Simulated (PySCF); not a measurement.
Computed spin Hamiltonian

Compound: C₆H₆FO (doublet state).
Z-matrix (Å and degrees, GFN2-xTB geometry), rows numbered from 1:
```
O 
C   1  1.2030
C   2  1.4899  1  122.12
C   3  1.3076  2  120.24  1  -177.84
C   4  1.4576  3  129.29  2     2.40
C   5  1.5419  4  108.52  3    19.42
F   6  1.3796  5  108.71  4  -166.92
C   2  1.5164  1  123.54  3   177.55
H   3  1.0781  2  115.24  1     2.73
H   5  1.0922  4  111.70  3   141.03
H   5  1.0949  4  109.61  3   -99.74
H   6  1.0974  5  110.45  4    76.90
H   8  1.0955  2  107.37  1   -91.12
H   8  1.0917  2  109.00  1    25.41
```

The hyperfine couplings belong to this conformer and change with its torsions.

The species is `O=C1C=[C]C[C@@H](F)C1` [radical].

Level of theory: UKS B3LYP, pcH-1 on C F H O, non-relativistic, mean-field spin-orbit, GIAO in PySCF 2.14.0. One conformer (not necessarily the lowest) at the GFN2-xTB geometry, without solvent, vibrations or thermal averaging. The geometry wasn't refined by DFT: couplings that depend on bond lengths, twists or pyramidal angles can differ widely from those at the functional's own minimum. No stability test was run, so a lower SCF solution isn't excluded.

```
g1, g2, g3                      : 2.00194, 2.00206, 2.00286
g_iso                           : 2.00229
Form of g                       : close to axial: the two nearest values differ by 14 % of g3 − g1
⟨S²⟩                            : 0.7592 (exact 0.7500)
α and β electrons               : 30, 29
HOMO–LUMO gap, α and β orbitals : 4.78, 4.44 eV
Total energy                    : -407.24744 Eh
```

Isotropic coupling and dipolar principal values T1 to T3, in MHz:

```
atom  isotope  a_iso     T1     T2     T3  Mulliken spin population
  O1      17O   -1.4  -14.2    2.1   12.1                      0.01
  C2      13C   77.3   -7.2   -5.4   12.6                      0.06
  C3      13C   -8.4  -18.7    0.3   18.4                     -0.12
  C4      13C  355.9  -78.2  -57.7  136.0                      0.96
  C5      13C   15.2   -6.8   -5.4   12.3                     -0.03
  C6      13C   64.0   -5.4   -5.2   10.6                      0.05
  F7      19F   53.6  -36.6  -31.4   68.0                      0.01
  C8      13C    2.5   -1.3   -0.3    1.6                      0.00
  H9       1H   86.0   -6.5   -5.5   12.0                      0.04
 H10       1H   47.8   -7.1   -5.8   12.9                      0.02
 H11       1H    7.2   -6.8   -3.9   10.7                      0.00
 H12       1H   -2.6   -3.5   -2.0    5.4                      0.00
 H13       1H    0.1   -2.2   -1.6    3.9                      0.00
 H14       1H    2.2   -1.6   -0.9    2.5                      0.00
```

Largest spin populations (Mulliken): C4 (+0.96), C3 (-0.12) and C2 (+0.06). C4 is the only atom above +0.15. The positive populations add up to 1.15 and the negative ones to -0.15, together 2S = 1.

Axes: g1 points within 6° of the C2–C3 bond.

Under fast tumbling the dipolar parts average out, and these isotropic splittings remain: 1 × 1H (H9, I = 1/2, 2 lines) with 3.07 mT, 1 × 19F (F7, I = 1/2, 2 lines) with 1.91 mT, 1 × 1H (H10, I = 1/2, 2 lines) with 1.71 mT, 1 × 1H (H11, I = 1/2, 2 lines) with 0.26 mT, 1 × 1H (H12, I = 1/2, 2 lines) with 0.09 mT and 1 × 1H (H14, I = 1/2, 2 lines) with 0.08 mT.

The 13C coupling of C4 (355.9 MHz) shows only in satellite lines or after enrichment, since that isotope makes up about 1.07 % of natural carbon.
